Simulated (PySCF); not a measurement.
**Run times: iodine in even-tempered 21s15p11d4f4g**

Measured wall times of calculations with PySCF 2.14 in an uncontracted even-tempered set (21 s from 0.28 bohr⁻², ratio 2.5; 15 p from 0.36 bohr⁻², ratio 2.5; 11 d from 0.36 bohr⁻², ratio 2.5; 4 f from 2.8 bohr⁻², ratio 2.7; 4 g from 4.2 bohr⁻², ratio 2.7), with the spin-free X2C one-electron Hamiltonian (Gaussian nucleus), run from one Python driver. Hardware: 2 threads of Neoverse-V1 on a shared host, 2.6 GiB allowed. The two-electron integrals over 185 functions were computed once and kept in memory (2.4 CPU seconds with the set-up); the times below exclude them. Kohn-Sham runs start from converged Hartree-Fock orbitals.

Launch command (the driver calls PySCF for each step listed in the task file):

```bash
OMP_NUM_THREADS=2 python atomrun2.py TASK.json OUT
```

| species | step | iterations | wall time (s) |
| --- | --- | --- | --- |
| I⁹⁺ [Kr] 4d8 | UHF with spin-orbit constants | 6 | 24 |
| I⁹⁺ [Kr] 4d8 | LDA | 6 | 2.9 |
| I⁹⁺ [Kr] 4d8 | PBE | 6 | 3.7 |
| I⁹⁺ [Kr] 4d8 | PBE0 | 6 | 8.7 |
| I⁹⁺ [Kr] 4d8 | r2SCAN | 6 | 9.6 |
| I⁹⁺ [Kr] 4d8 | MP2 (16 electrons) |  | 5.5 |
| I¹⁰⁺ [Kr] 4d7 | UHF with spin-orbit constants | 5 | 21 |
| I¹⁰⁺ [Kr] 4d7 | LDA | 5 | 2.4 |
| I¹⁰⁺ [Kr] 4d7 | PBE | 5 | 3.2 |
| I¹⁰⁺ [Kr] 4d7 | PBE0 | 6 | 8.6 |
| I¹⁰⁺ [Kr] 4d7 | r2SCAN | 5 | 8.3 |
| I¹⁰⁺ [Kr] 4d7 | MP2 (15 electrons) |  | 5.3 |

Peak memory of the process: 1.6 GiB. Times on a shared host vary from run to run.
